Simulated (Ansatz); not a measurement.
CH$_{7}$AlSi$_{2}$, SMILES `[AlH2][SiH]1C[SiH2]1`. The species carries charge 0 and has multiplicity 1.

Cartesian coordinates in Å:
```
Al -1.5086 1.3383 0.1688
Si 0.4486 0.7645 -1.0962
C 0.8929 -1.0720 -0.8860
Si 0.2548 -0.6705 0.8306
H -1.4423 2.7698 0.8462
H -2.8486 0.5161 -0.0396
H 1.6555 1.4611 -0.5346
H 1.9488 -1.3120 -0.9764
H 0.2649 -1.7684 -1.4365
H -0.9347 -1.4658 1.2229
H 1.2688 -0.5610 1.9010
```

Question: What are the harmonic wavenumbers in cm⁻¹ at PBE0-D4/def2-TZVP (Ansatz, finite differences of forces, unscaled)? (Estimate.)

Answer: Computed: 121, 182, 308, 355, 375, 395, 447, 482, 506, 542, 571, 635, 652, 730, 763, 839, 883, 916, 950, 1383, 1917, 1931, 2143, 2232, 2268, 3127, 3207.

Question: Is this a minimum?

Answer: Yes, all 27 modes are real.

Question: Give the ideal-gas thermochemistry at 298.15 K and 1 bar (rigid rotor, harmonic oscillator; point group C1, symmetry number 1).

Answer: Zero-point energy 172.6 kJ/mol; H(298) − E = 194.3 kJ/mol; entropy 342.0 J/(mol·K), of which translation 166.6, rotation 112.5, vibration 62.9; G(298) − E = 92.4 kJ/mol.

Question: And at 400, 500, 600, 800 and 1000 K?

Answer: 
```tsv
T (K)	H − E (kJ/mol)	S (J/mol/K)	G − E (kJ/mol)
400	208.3	382.0	55.4
500	224.0	417.0	15.5
600	241.2	448.3	-27.8
800	278.9	502.5	-123.1
1000	320.0	548.3	-228.3
```

Question: Rotational constants (cm⁻¹)?

Answer: 0.1595, 0.09299, 0.06654.
